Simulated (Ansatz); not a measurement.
Consider the ligand exchange at the Ag–Cl bond: `[Cl][Ag]` + H–F → `[F][Ag]` + HCl.

Program: Ansatz. Geometries: PBE0-D4/def2-TZVP. ΔE: electronic, gas phase. CCSD(T)/CBS adds triple-zeta CCSD(T) − MP2 to the extrapolated MP2 energy (def2 sets, frozen cores). This one scheme is used for every species. Functionals use def2-TZVPP. B3LYP here is the variant with VWN-RPA as its local correlation; programs differ in this. HSE06 is defined as in plane-wave codes. Elements past krypton have def2 core potentials. For Ag outer-core shells are correlated without core-valence functions, which leaves a few kJ/mol of doubt a bond.

`[Cl][Ag]`:

Z-matrix (Å, degrees):
```
Cl
Ag 1 2.286
```

H–F:

Z-matrix (Å, degrees):
```
F
H 1 0.920
```

`[F][Ag]`:

```xyz
2

F     0.775    0.133    0.607
Ag   -0.775   -0.133   -0.607
```

HCl:

Z-matrix (Å, degrees):
```
Cl
H 1 1.279
```

```tsv
level	ΔE (kJ/mol)	difference from CCSD(T)/CBS
PBE-D4	107.2	-12.6
revPBE-D4	104.5	-15.3
B97M-V	108.0	-11.8
PBE0-D4	120.7	0.9
B3LYP-D4	111.1	-8.7
r2SCANh-D4	116.9	-2.9
r2SCAN0-D4	123.6	3.8
HSE06-D4	121.5	1.7
CAM-B3LYP-D4	108.4	-11.4
ωB97X-V	109.5	-10.3
ωB97M-V	113.8	-6.0
PBE-QIDH	126.6	6.8
PBE	105.7	-14.1
revPBE	102.6	-17.2
BLYP	96.4	-23.4
r2SCAN	111.5	-8.3
PBE0	119.5	-0.3
B3LYP	108.5	-11.3
r2SCANh	116.6	-3.2
r2SCAN0	123.2	3.4
HSE06	120.3	0.5
BHLYP	119.2	-0.6
CAM-B3LYP	107.0	-12.8
RPA@PBE/def2-TZVPP	104.5	-15.3
HF/def2-SVP	128.4	8.6
MP2/def2-SVP	119.3	-0.5
CCSD/def2-SVP	113.4	-6.4
CCSD(T)/def2-SVP	112.8	-7.0
HF/def2-TZVPP	126.3	6.5
SCS-MP2/def2-TZVPP	119.1	-0.7
CCSD/def2-TZVPP	119.3	-0.5
CCSD(T)/def2-TZVPP	118.8	-1.0
HF/def2-QZVPP	122.9	3.1
MP2/def2-QZVPP	126.0	6.2
SCS-MP2/def2-QZVPP	118.7	-1.1
CCSD/def2-QZVPP	119.1	-0.7
CCSD(T)/def2-QZVPP	118.8	-1.0
HF/CBS(def2)	122.5	2.7
MP2/CBS(def2)	127.6	7.8
CCSD/CBS(def2)	120.3	0.5
CCSD(T)/CBS	119.8	0
```

**Question.** What do rigid-rotor, harmonic-oscillator terms from PBE0-D4/def2-TZVP frequencies (298.15 K, 1 bar) make of the CCSD(T)/CBS value? (Estimate.)

**Answer.** The calculation gave: ΔZPE = -5.9 kJ/mol, ΔH = +113.5 kJ/mol, ΔS = 3 J/(mol·K), ΔG = +112.7 kJ/mol.

Largest T1 diagnostic among the species: 0.023, so the coupled-cluster value is less sure than usual.

From r2SCAN to r2SCAN0 (25 % exact exchange), in def2-TZVPP and without D4, ΔE moves by +11.7 kJ/mol. At CCSD(T), def2-SVP lies −7.0 kJ/mol from the extrapolated value and def2-TZVPP −1.0 kJ/mol.
